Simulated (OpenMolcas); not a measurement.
# Tl⁺: effect of the active space

```json
{
 "Program": "OpenMolcas 26.06",
 "Method": "CASSCF or its RAS form",
 "Basis": "ANO-RCC",
 "Scalar Hamiltonian": "DKH2, point nucleus",
 "Spin-orbit coupling": "RASSI with atomic mean-field integrals over the reference wave functions, term energies averaged over their components"
}
```

A. 2 electrons in 8 orbitals (6s 6p 7s 7p); 2S+1 = 3 even, 3 roots; 2S+1 = 1 even, 7 roots; 2S+1 = 3 odd, 3 roots; 2S+1 = 1 odd, 3 roots; cost of the order of 100 core-seconds
B. 2 electrons in 9 orbitals (RAS2 6s 6p; RAS3 6d, at most 2 electrons); 2S+1 = 3 even, 3 roots; 2S+1 = 1 even, 6 roots; 2S+1 = 3 odd, 3 roots; 2S+1 = 1 odd, 3 roots; cost roughly 110 core-seconds

Energies in cm⁻¹ above 6s² ¹S₀, the measured ground level; measured values from NIST Handbook of Basic Atomic Spectroscopic Data.

| Level | A | B | Measured |
| --- | --- | --- | --- |
| 6s² ¹S₀ | 0.0 | 0.0 | 0.0 |
| 6s 6p ³P°₀ | 43937 | 41548 | 49451 |
| 6s 6p ³P°₁ | 46858 | 44381 | 52394 |
| 6s 6p ³P°₂ | 54092 | 51725 | 61728 |
| 6s 6p ¹P°₁ | 75935 | 71336 | 75663 |

Deviations, from unrounded energies. A percentage is the sum of absolute deviations over the sum of measured energies, with the sign that they share, or ± where signs differ.

| Against measurement | Levels | A | B |
| --- | --- | --- | --- |
| mean absolute deviation (cm-1) | 4 | 4700 | 7600 |
| other configurations (%) | 4 | ±7.9 | -12.6 |

A lies closest to measurement on these levels. The largest miss of A in the table is 6s 6p ³P°₂, by -7600 cm-1. The ranking rests on the paired levels alone, and a cruder setting can come out closer through cancelling errors.

Between A and B the level of the table that moves most is 6s 6p ¹P°₁, by 4600 cm-1 (lowest in B, highest in A).

Spin-orbit splittings of 6p shells tend to come out small when the coupling is added on scalar orbitals. The run also gave levels led by 6s 7s, which use shells meant for correlation; these and all levels above them are left out (holds for A). The run also gave levels led by 6s 6d, which use shells meant for correlation; these and all levels above them are left out (holds for B). Measured partners are found by configuration, term and J. A level has none where our copy of the source lacks it or the pairing is in doubt (some pairs that miss far off the trend of their configuration count as doubtful), and it then counts in no deviation. Levels of configurations outside the active space are missing. Levels that lie high or do not pair safely by name in every column are left out.

° marks odd parity.
